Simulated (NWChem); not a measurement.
# NbF₄ cation; SMILES [F][Nb+]([F])([F])[F]

```xyz
5

Nb     0.0002     0.0000     0.0000
F      1.1736     0.8413    -1.0531
F      0.8695    -1.1293     1.0783
F     -1.1583    -0.9128    -1.0092
F     -0.8849     1.2008     0.9839
```
Atoms are numbered in this order, from 1.

All runs use the structure optimised with PBE0/def2-SVP. The spin multiplicity was typed, not searched, and may not be the lowest. def2 effective core potentials on Nb; no spin-orbit coupling.

Q: List the 4 lowest vertical singlet excitations from B3LYP/def2-SVP with def2 effective core potentials on Nb, TDA (NWChem).

A: 
```csv
state,energy (eV),oscillator strength,leading excitation (squared amplitude)
S1,7.42,0.000,HOMO → LUMO+1 (0.47)
S2,7.42,0.000,HOMO−1 → LUMO (0.62)
S3,7.42,0.000,HOMO−2 → LUMO+1 (0.47)
S4,7.54,0.000,HOMO−3 → LUMO (0.46)
```
